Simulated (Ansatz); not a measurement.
Nudged elastic band run: Cl₂F₂H₄NOTa

The input (input.yaml):

```yaml
crystal:
  periodic: [false, false, false]
  atoms:
    - { symbol: Ta, position_ang: [-0.000865, -0.336221, 0.065082] }
    - { symbol: "N", position_ang: [1.961715, 0.035947, -0.253586] }
    - { symbol: H, position_ang: [2.610121, 0.041064, 0.535327] }
    - { symbol: H, position_ang: [2.447646, -0.215844, -1.113334] }
    - { symbol: F, position_ang: [0.555437, -0.167739, 1.873513] }
    - { symbol: Cl, position_ang: [-0.033158, -1.012476, -2.198528] }
    - { symbol: O, position_ang: [-0.990185, 1.242188, -0.074952] }
    - { symbol: H, position_ang: [-0.661511, 2.143053, -0.266601] }
    - { symbol: F, position_ang: [-0.996634, -1.861504, 0.560634] }
    - { symbol: Cl, position_ang: [1.449703, 3.261005, -0.684168] }
    - { symbol: H, position_ang: [1.835632, 2.003328, -0.540688] }
basis:
  gaussian: { orbitals: def2-SVP }
hamiltonian:
  xc: b3lyp
neb:
  order_check: false
  images: 2
  f_tol: 0.05
  max_iterations: 60
  climbing: false
  final_atoms:
    - { symbol: Ta, position_ang: [0.1137204, 0.64298279, -0.11899148] }
    - { symbol: "N", position_ang: [2.35624039, -0.08077513, -0.24955903] }
    - { symbol: H, position_ang: [2.64333052, -0.49475273, 0.64124483] }
    - { symbol: H, position_ang: [2.49458258, -0.77941229, -0.9835052] }
    - { symbol: F, position_ang: [0.69554468, 0.91471255, 1.67394181] }
    - { symbol: Cl, position_ang: [0.0973035, 5.002e-05, -2.41376612] }
    - { symbol: O, position_ang: [-1.65617709, 1.17640946, 0.04631881] }
    - { symbol: H, position_ang: [-2.56213946, 1.49325636, 0.08516331] }
    - { symbol: F, position_ang: [-0.06696166, -1.19570165, 0.33898288] }
    - { symbol: Cl, position_ang: [1.07602488, 2.75516185, -0.67229718] }
    - { symbol: H, position_ang: [2.98643226, 0.70086977, -0.44483362] }
  initial_path:
    images:
      - { positions_ang: [[-0.000865, -0.336221, 0.065082], [1.961715, 0.035947, -0.253586], [2.610121, 0.041064, 0.535327], [2.447646, -0.215844, -1.113334], [0.555437, -0.167739, 1.873513], [-0.033158, -1.012476, -2.198528], [-0.990185, 1.242188, -0.074952], [-0.661511, 2.143053, -0.266601], [-0.996634, -1.861504, 0.560634], [1.449703, 3.261005, -0.684168], [1.835632, 2.003328, -0.540688]] }
      - { positions_ang: [[0.00834211, -0.10894544, 0.05759904], [2.33493899, 0.03612847, -0.10028689], [2.92441624, -0.26369078, 0.68135975], [2.82984807, 0.26259914, -0.92736315], [0.23231828, 0.03440893, 1.94353948], [-0.05174821, -0.44595364, -2.33907823], [-1.01143822, 1.57216038, -0.04683748], [-1.20244492, 1.98452583, 0.48124824], [-0.95026812, -1.73707074, 0.31769506], [1.02156715, 2.41398402, -1.36562411], [2.04236962, 1.38465485, -0.79955271]] }
      - { positions_ang: [[0.04653725, 0.21745582, -0.00375878], [2.46644745, -0.00277891, -0.09894457], [2.93548608, -0.44229636, 0.7166657], [2.8454936, 0.07474304, -0.88408689], [0.27902084, 0.39522611, 1.87701575], [-0.00826104, -0.10844497, -2.41082427], [-1.23343558, 1.5502342, -0.00641388], [-1.83598774, 1.76792695, 0.59850301], [-0.64037734, -1.51513663, 0.24381135], [0.89700778, 2.24536963, -1.36166717], [2.42596971, 0.9505021, -0.76760125]] }
      - { positions_ang: [[0.1137204, 0.64298279, -0.11899148], [2.35624039, -0.08077513, -0.24955903], [2.64333052, -0.49475273, 0.64124483], [2.49458258, -0.77941229, -0.9835052], [0.69554468, 0.91471255, 1.67394181], [0.0973035, 5.002e-05, -2.41376612], [-1.65617709, 1.17640946, 0.04631881], [-2.56213946, 1.49325636, 0.08516331], [-0.06696166, -1.19570165, 0.33898288], [1.07602488, 2.75516185, -0.67229718], [2.98643226, 0.70086977, -0.44483362]] }
```

Launched with:

```bash
$ ansatz run input.yaml --threads 4 --pin off --max-ram 5120MiB --backend cpu --events-out ev --progress --plain --runs-dir out
```

Output, in part (warnings, iteration lines, the closing report on the highest movable image, with atoms numbered from 0):

```
NEB end point (image 0): max|allowed force component| = 5.902e-3 eV/Å (the criterion of neb.relax_end_points is 1.000e-2)
NEB end point (image 3): max|allowed force component| = 1.179e-2 eV/Å (the criterion of neb.relax_end_points is 1.000e-2)
NEB iter   1: max|band force component| = 2.889e1 eV/Å  barrier→ = 6.6120 eV  barrier← = 8.0603 eV  Δτ_max = 0.1831 Å  (128 SCF iters)
NEB iter   2: max|band force component| = 3.975e0 eV/Å  barrier→ = 1.6110 eV  barrier← = 3.0593 eV  Δτ_max = 0.2000 Å  (76 SCF iters)
NEB iter   3: max|band force component| = 2.585e0 eV/Å  barrier→ = 0.6669 eV  barrier← = 2.1152 eV  Δτ_max = 0.1992 Å  (73 SCF iters)
NEB iter   4: max|band force component| = 1.032e0 eV/Å  barrier→ = 0.4747 eV  barrier← = 1.9230 eV  Δτ_max = 0.2000 Å  (72 SCF iters)
NEB iter   5: max|band force component| = 1.929e0 eV/Å  barrier→ = 0.6094 eV  barrier← = 2.0577 eV  Δτ_max = 0.1005 Å  (75 SCF iters)
NEB iter   6: max|band force component| = 5.893e-1 eV/Å  barrier→ = 0.3133 eV  barrier← = 1.7616 eV  Δτ_max = 0.1403 Å  (71 SCF iters)
NEB iter   7: max|band force component| = 5.051e-1 eV/Å  barrier→ = 0.2598 eV  barrier← = 1.7081 eV  Δτ_max = 0.1978 Å  (64 SCF iters)
NEB iter   8: max|band force component| = 3.705e-1 eV/Å  barrier→ = 0.2101 eV  barrier← = 1.6584 eV  Δτ_max = 0.1958 Å  (64 SCF iters)
NEB iter   9: max|band force component| = 4.196e-1 eV/Å  barrier→ = 0.2009 eV  barrier← = 1.6492 eV  Δτ_max = 0.0994 Å  (67 SCF iters)
NEB iter  10: max|band force component| = 5.915e-1 eV/Å  barrier→ = 0.1884 eV  barrier← = 1.6367 eV  Δτ_max = 0.0494 Å  (64 SCF iters)
NEB iter  11: max|band force component| = 1.327e-1 eV/Å  barrier→ = 0.1828 eV  barrier← = 1.6311 eV  Δτ_max = 0.0747 Å  (65 SCF iters)
NEB iter  12: max|band force component| = 9.655e-2 eV/Å  barrier→ = 0.1790 eV  barrier← = 1.6273 eV  Δτ_max = 0.0986 Å  (65 SCF iters)
NEB iter  13: max|band force component| = 1.576e-1 eV/Å  barrier→ = 0.1760 eV  barrier← = 1.6243 eV  Δτ_max = 0.0503 Å  (65 SCF iters)
NEB iter  14: max|band force component| = 2.135e-1 eV/Å  barrier→ = 0.1760 eV  barrier← = 1.6243 eV  Δτ_max = 0.0249 Å  (65 SCF iters)
NEB iter  15: max|band force component| = 1.605e-1 eV/Å  barrier→ = 0.1727 eV  barrier← = 1.6210 eV  Δτ_max = 0.0250 Å  (66 SCF iters)
NEB iter  16: max|band force component| = 8.067e-2 eV/Å  barrier→ = 0.1719 eV  barrier← = 1.6202 eV  Δτ_max = 0.0499 Å  (67 SCF iters)
NEB iter  17: max|band force component| = 6.167e-2 eV/Å  barrier→ = 0.1717 eV  barrier← = 1.6200 eV  Δτ_max = 0.0493 Å  (66 SCF iters)
NEB iter  18: max|band force component| = 1.603e-1 eV/Å  barrier→ = 0.1738 eV  barrier← = 1.6221 eV  Δτ_max = 0.0249 Å  (67 SCF iters)
NEB iter  19: max|band force component| = 3.237e-2 eV/Å  barrier→ = 0.1713 eV  barrier← = 1.6196 eV  Δτ_max = 0.0000 Å  (131 SCF iters)
Total energy: -35627.64334574 eV, -1309.2917436720 hartree
Atom 0 at    -0.050920    -0.295629     0.129627 Å, force     0.032454    -0.026214    -0.010654 eV/Å
Atom 1 at     1.897309     0.103650    -0.144755 Å, force     0.024631    -0.022484     0.003709 eV/Å
Atom 2 at     2.528918     0.140263     0.656273 Å, force    -0.013515    -0.004730    -0.005482 eV/Å
Atom 3 at     2.406132    -0.105939    -1.002044 Å, force    -0.024119     0.004297    -0.015520 eV/Å
Atom 4 at     0.466854    -0.221380     1.957645 Å, force     0.007147     0.009289     0.005659 eV/Å
Atom 5 at    -0.149721    -0.540060    -2.215010 Å, force    -0.008192    -0.018834     0.005526 eV/Å
Atom 6 at    -1.284779     1.100070     0.275888 Å, force    -0.010210     0.007786    -0.004605 eV/Å
Atom 7 at    -1.562722     2.012296     0.409890 Å, force     0.052926     0.014914    -0.038759 eV/Å
Atom 8 at    -0.720192    -2.033896     0.394770 Å, force    -0.012442     0.008424     0.012964 eV/Å
Atom 9 at     2.439139     3.008566    -1.656702 Å, force    -0.033527     0.003171     0.051031 eV/Å
Atom 10 at     2.207883     1.964861    -0.902883 Å, force    -0.015152     0.024380    -0.003869 eV/Å
Dipole moment:     0.010319     0.205327     0.289612 e Å
```

The forces met the threshold. No image climbed, so the highest image needn't sit at the top of the path. So few images can step over the top or miss a turn of the path. The orbitals stay closed-shell, which can raise the energy where a bond breaks towards radicals; this wasn't checked here.

Final band (atoms are numbered from 1 in the order of the input):

```json
{"image": "0", "path coordinate (Å)": "0.00", "energy (eV)": "0.000", "Cl10–H11 (Å)": "1.32", "Ta1–Cl10 (Å)": "3.95", "N2–H11 (Å)": "1.99"}
{"image": "1", "path coordinate (Å)": "2.04", "energy (eV)": "0.171", "Cl10–H11 (Å)": "1.31", "Ta1–Cl10 (Å)": "4.51", "N2–H11 (Å)": "2.03"}
{"image": "2", "path coordinate (Å)": "4.08", "energy (eV)": "-0.481", "Cl10–H11 (Å)": "1.92", "Ta1–Cl10 (Å)": "2.83", "N2–H11 (Å)": "1.07"}
{"image": "3", "path coordinate (Å)": "6.12", "energy (eV)": "-1.448", "Cl10–H11 (Å)": "2.81", "Ta1–Cl10 (Å)": "2.39", "N2–H11 (Å)": "1.02"}
```

Run time: 80 s on 4 threads of Intel(R) Xeon(R) 6975P-C (Granite Rapids) (shared host), peak memory 0.49 GiB.
